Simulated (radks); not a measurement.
Spherical jellium clusters: N electrons in a uniform positive sphere of charge N and radius rs N^(1/3), rs = 3.93 bohr. Method: non-relativistic Kohn-Sham, exchange-only LDA, spin-polarised, spherical densities; computed with a radial shooting solver with Libxc functionals. Levels are named by radial order and angular momentum (1s, 1p, 1d, 2s, ...), and open shells are averaged over m. Each electron was tried in the lowest free levels, single moves between levels near the top were tried too, and the lowest total energy was kept; such a search can miss a lower state. Energies include the self-energy of the background; IP and EA are vertical (highest electron removed, lowest free level filled), at fixed background; spill-out counts the electrons outside the background radius R, and alpha is the static dipole polarisability from linear response (closed shells only). A dash means not computed or, for alpha, an open shell; in EA it means that no bound solution was reached, which is typical of self-interaction and does not show that the anion is unstable. Real open-shell clusters deform, which this model forbids.

\begin{tabular}{lrrrrrr}
N & open shells & 2S & E(N+1) + E(N-1) - 2E(N) (eV) & -e(HOMO) (eV) & spill-out (e) & alpha/R^3 \\ \hline
1 & 1s(up 1, down 0) & 1 & - & 2.639 & 0.41 & - \\
2 & none & 0 & 0.653 & 2.508 & 0.62 & 1.814 \\
3 & 1p(up 1, down 0) & 1 & -0.686 & 1.646 & 0.94 & - \\
4 & 1p(up 2, down 0) & 2 & -0.494 & 2.191 & 1.12 & - \\
5 & 1p(up 3, down 0) & 3 & 0.881 & 2.545 & 1.25 & - \\
6 & 1p(up 3, down 1) & 2 & -0.554 & 1.809 & 1.42 & - \\
7 & 1p(up 3, down 2) & 1 & -0.375 & 2.236 & 1.54 & - \\
8 & none & 0 & 1.112 & 2.532 & 1.65 & 1.543 \\
9 & 1d(up 1, down 0) & 1 & -0.312 & 1.490 & 1.85 & - \\
10 & 1d(up 2, down 0) & 2 & -0.264 & 1.790 & 2.00 & - \\
11 & 1d(up 3, down 0) & 3 & -0.226 & 2.029 & 2.13 & - \\
12 & 1d(up 4, down 0) & 4 & -0.194 & 2.225 & 2.24 & - \\
13 & 1d(up 5, down 0) & 5 & 0.455 & 2.389 & 2.34 & - \\
14 & 1d(up 5, down 0) 2s(up 1, down 0) & 6 & 0.253 & 2.033 & 2.58 & - \\
15 & 1d(up 5, down 1) 2s(up 1, down 0) & 5 & -0.255 & 1.788 & 2.67 & - \\
16 & 1d(up 5, down 2) 2s(up 1, down 0) & 4 & -0.251 & 2.004 & 2.76 & - \\
17 & 1d(up 5, down 4) & 1 & -0.226 & 2.244 & 2.75 & - \\
18 & none & 0 & 0.070 & 2.386 & 2.83 & 1.413 \\
19 & 2s(up 1, down 0) & 1 & 0.355 & 2.337 & 2.99 & - \\
20 & none & 0 & 0.389 & 2.065 & 3.21 & 1.454 \\
21 & 1f(up 1, down 0) & 1 & -0.156 & 1.649 & 3.32 & - \\
22 & 1f(up 2, down 0) & 2 & -0.141 & 1.794 & 3.41 & - \\
23 & 1f(up 3, down 0) & 3 & -0.129 & 1.922 & 3.50 & - \\
24 & 1f(up 4, down 0) & 4 & -0.118 & 2.038 & 3.59 & - \\
25 & 1f(up 5, down 0) & 5 & -0.108 & 2.142 & 3.66 & - \\
26 & 1f(up 6, down 0) & 6 & -0.100 & 2.238 & 3.74 & - \\
27 & 1f(up 7, down 0) & 7 & 0.640 & 2.325 & 3.80 & - \\
28 & 1f(up 7, down 0) 2p(up 1, down 0) & 8 & -0.098 & 1.746 & 4.04 & - \\
29 & 1f(up 7, down 0) 2p(up 2, down 0) & 9 & -0.081 & 1.878 & 4.25 & - \\
30 & 1f(up 7, down 0) 2p(up 3, down 0) & 10 & 0.033 & 1.986 & 4.45 & - \\
31 & 1f(up 7, down 1) 2p(up 3, down 0) & 9 & - & 1.966 & 4.50 & - \\
\end{tabular}

All shells are closed at N = 2, 8, 18, 20 (there: 1s2 1p6 1d10 2s2); the second difference of the energy has clear peaks (12 % above both neighbours; the first and last values, which can be the largest, are not judged, and half-filled shells can peak too) at N = 5, 8, 13, 27.
